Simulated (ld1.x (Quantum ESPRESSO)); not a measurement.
**Ranking TM potentials for antimony**

All share these settings but for the change named:

* Element: antimony (Sb)
* Generator: ld1.x (Quantum ESPRESSO) 7.5
* Type: norm-conserving Troullier–Martins (Kleinman–Bylander form)
* Functional: LDA (PZ)
* Relativity: non-relativistic
* Frozen core: [Kr] 4d10
* Valence charge: 5
* Reference configuration: 5s1.5 5p3.5
* Partial waves: 5s (bound): rc 2.15 bohr; 5p (bound): rc 2.30 bohr
* Local potential: all-electron potential smoothed inside 2.30 bohr (lloc = -1)
* Core correction: Bessel-smoothed model core inside 1.25 bohr

Cutoff: the first of the cutoffs (Ry, on a coarse ladder) from which the occupation-weighted sum of valence levels, in a spherical-Bessel basis at the reference potential, stays within 10 and 1 mRy of its value at 400 Ry; the density cutoff is not measured.

The base gives 18 Ry.

Of 10 variants that were run, those that failed, showed a ghost or another fault, or gave nearly equal values are left out.

A variant can come out equal or close to the base.

(1) Rank these variants from softest to hardest (loose cutoff).
A. wave 5p (bound): rc 2.30 bohr becomes 5p (bound): rc 1.92 bohr
B. wave 5p (bound): rc 2.30 bohr becomes 5p (bound): rc 1.64 bohr
C. wave 5p (bound): rc 2.30 bohr becomes 5p (bound): rc 3.20 bohr
D. wave 5p (bound): rc 2.30 bohr becomes 5p (bound): rc 2.32 bohr
E. wave 5p (bound): rc 2.30 bohr becomes 5p (bound): rc 3.02 bohr

Results:

(1) C (12 Ry), E (15 Ry), D (18 Ry), A (25 Ry), B (45 Ry).
